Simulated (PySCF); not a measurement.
Working out the ionisation energy of Cl²⁺

Cl²⁺ [Ne] 3s2 3p3 (4S) → Cl³⁺ [Ne] 3s2 3p2 (3P). All numbers are calculated (PySCF 2.14, scalar relativity by spin-free X2C-1e, in dyall-av3z (19s12p3d2f, 84 functions)). Frozen: [Ne]; the 26 highest virtual orbitals dropped. Energies in hartree (1 hartree = 27.21139 eV):

| part | Cl²⁺ (lower) | Cl³⁺ (upper) |
| --- | --- | --- |
| UHF | -459.641943 | -458.209966 |
| CCSD correlation | -0.117613 | -0.096248 |
| (T) | -0.003275 | -0.002034 |

Problem. What does Hartree-Fock give?

Solution. (-458.209966) − (-459.641943) = 1.431977 hartree = 38.966 eV.

Problem. What do CCSD and CCSD(T) give?

Solution. The CCSD correlation energies differ by 0.021365 hartree = 0.581 eV and the triples by 0.001241 hartree = 0.034 eV, so CCSD gives 39.547 eV and CCSD(T) 39.581 eV.

A first-order spin-orbit estimate adds -0.101 eV to CCSD(T) (valence), giving 39.480 eV against 39.8 ± 0.11 eV (semi-empirical (NIST evaluation); NIST Atomic Spectra Database, ionization energies).

What remains against the reference includes basis incompleteness, the frozen core and higher excitations.
